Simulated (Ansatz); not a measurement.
An input meant for Si(GeH3)2H2 (SiGe2H8) (charge 0, singlet).

```yaml
crystal:
  periodic: [false, false, false]
  atoms:
    - {symbol: Si, position_ang: [-1.523870, 0.002799, -1.080838]}
    - {symbol: Ge, position_ang: [-1.598528, -0.032765, 3.423293]}
    - {symbol: H, position_ang: [0.139108, -2.134288, 4.442688]}
    - {symbol: H, position_ang: [-4.292375, -0.497746, 4.423873]}
    - {symbol: H, position_ang: [-0.654739, 2.518595, 4.458938]}
    - {symbol: Ge, position_ang: [2.700672, 0.033482, -2.642188]}
    - {symbol: H, position_ang: [4.070884, -2.408859, -1.847948]}
    - {symbol: H, position_ang: [4.164588, 2.301407, -1.552582]}
    - {symbol: H, position_ang: [2.744349, 0.215584, -5.547225]}
    - {symbol: H, position_ang: [-2.893602, 2.292792, -2.017263]}
    - {symbol: H, position_ang: [-2.856523, -2.290963, -2.060730]}
basis:
  gaussian: {orbitals: aug-cc-pVDZ, fitting: {mean_field: def2-universal-jkfit}}
hamiltonian: {xc: {name: wB97X}}
scf: {omitted_lower_state_checks: [starts]}
```

```sh
$ ansatz run in.yaml --threads 2 --pin off --events-out ev --progress --plain --max-ram 4352MiB
```

It prints (some lines left out):

```
Functional definition: wB97X
804 factors; integrals over basis functions are off by at most 6.5e-1 eV
804 factors; integrals over basis functions are off by at most 1.1e-2 eV
mean field evaluation 1: about -121003.2613 eV, gradient 3.2e1 eV
mean field evaluation 2: about -120989.8343 eV, gradient 6.2e1 eV
mean field evaluation 4: about -121011.6880 eV, gradient 2.9e0 eV
mean field evaluation 8: about -121011.7686 eV, gradient 2.0e-1 eV
mean field evaluation 16: about -121011.7719 eV, gradient 3.3e-3 eV
mean field -121011.77193546 eV, -4447.1005939031 hartree, gradient 8.9e-5 eV, S^2 0.000000; 0 other end points of the search recorded, 0 dependent functions left out
reference -121011.77180305 eV, -4447.1005890371 hartree; 43, 43 occupied and 128, 128 virtual orbitals, 804 factors
Total energy: -121011.77180305 eV, -4447.1005890371 hartree
Checks for a lower state left out: starts
```

In this input the coordinates are in bohr but typed as ångström. The calculation finished and met its thresholds. The result belongs to that input, not to the species as meant.
